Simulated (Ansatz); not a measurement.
Consider the redistribution: `N[SiH2][SiH](O)F` + `CO[Si]Cl` → `CO[SiH2][SiH](O)F` + `N[Si]Cl`.

Program: Ansatz. Geometries: PBE0-D4/def2-TZVP. ΔE: electronic, gas phase. CCSD(T)/CBS is the MP2 limit (def2-TZVPP, def2-QZVPP) plus CCSD(T) − MP2 in def2-TZVPP, frozen cores. This one scheme is used for every species. DFT in def2-TZVPP. B3LYP here is the variant with VWN-RPA as its local correlation; programs differ in this. Each species was taken in one conformer, which may not be the lowest.

```tsv
level	ΔE (kJ/mol)	difference from CCSD(T)/CBS
PBE-D4	2.3	7.9
r2SCAN-D4	-2.8	2.8
PBE0-D4	-2.6	3.0
ωB97X-V	-4.8	0.8
PBE	0.3	5.9
r2SCAN	-3.1	2.5
PBE0	-4.3	1.3
B3LYP	-6.0	-0.4
HF/def2-TZVPP	-19.0	-13.4
CCSD/def2-TZVPP	-7.9	-2.3
CCSD(T)/def2-TZVPP	-5.0	0.6
MP2/def2-QZVPP	-4.9	0.7
SCS-MP2/def2-QZVPP	-7.7	-2.1
HF/CBS(def2)	-19.4	-13.8
MP2/CBS(def2)	-5.1	0.5
CCSD/CBS(def2)	-8.4	-2.8
CCSD(T)/CBS	-5.6	0
```

Largest T1 diagnostic among the species: 0.014.

The D4 term adds +3.3 kJ/mol with B3LYP and +1.7 kJ/mol with PBE0; it sums over pairs of atoms, weighted by their polarisabilities, and B3LYP, whose exchange is more repulsive, gets the larger term. From PBE to PBE0 (25 % exact exchange), in def2-TZVPP and without D4, ΔE moves by −4.6 kJ/mol. In def2-TZVPP, CCSD(T) changes the Hartree–Fock value by +14.0 kJ/mol (the triples alone add +2.8 kJ/mol) and MP2 by +14.5 kJ/mol.
